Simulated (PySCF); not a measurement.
AlO, SMILES [O]=[Al], multiplicity 2.

Geometry: PBE0-D3(BJ)/def2-TZVPD.

Level of theory: PBE0/def2-TZVPD (PySCF).

Isolated molecule, no solvent.

Computed frontier levels, dipole moment and polarisability:
| Quantity | Value |
|---|---|
| α spin, highest occupied and lowest empty level | -7.84 and -1.59 eV |
| β spin, highest occupied and lowest empty level | -7.93 and -4.36 eV |
| dipole moment | 0.909 e·Å |
| mean static polarisability | 46.3 bohr³ (6.86 Å³) |
| polarisability, principal values | 40.7, 40.7, 57.4 bohr³ |
| ⟨S²⟩ | 0.762 (pure state 0.75) |
